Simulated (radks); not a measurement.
Results of a calculation; reference values are marked as such.
Task: These are the eigenvalues of the occupied orbitals of an atom or ion with whole-number occupations (hartree). Level of theory: scalar-relativistic Kohn-Sham, r2SCAN, spin-polarised, spherical densities, finite nucleus; meta-GGA in the generalised Kohn-Sham scheme; Fermi nuclear charge, rms radius of each element as measured or else 0.836 A^(1/3) + 0.57 fm (a radial shooting solver on a logarithmic mesh with Libxc functionals).

1s up: -1116.184
1s down: -1116.183
2s up: -170.8427
2s down: -170.8426
2p up: -153.3114
2p down: -153.3104
3s up: -34.11227
3s down: -34.11119
3p up: -28.35714
3p down: -28.35575
3d up: -19.59133
3d down: -19.58997
4s up: -6.08485
4s down: -6.08145
4p up: -4.31558
4p down: -4.31243
4d up: -1.73569
4d down: -1.72905
5s up: -0.91130
5s down: -0.86731
5p up: -0.56237
6s up: -0.24001

Which element is it, and in what charge state? The configuration may be excited. Open shells, if any, are filled with parallel spins first.

Result: Z = 51, antimony, charge +1: Sb+ in [Kr] 4d10 5s2 5p1 6s1. The list shows which subshells hold electrons but not how many an open one holds; the 1s level, -1116.2 hartree, gives Z - s = 47.2 by -(Z - s)^2/2, which with screening and relativity narrows Z to a few neighbours, and the depths of the outer levels then fix element, charge and occupations together.
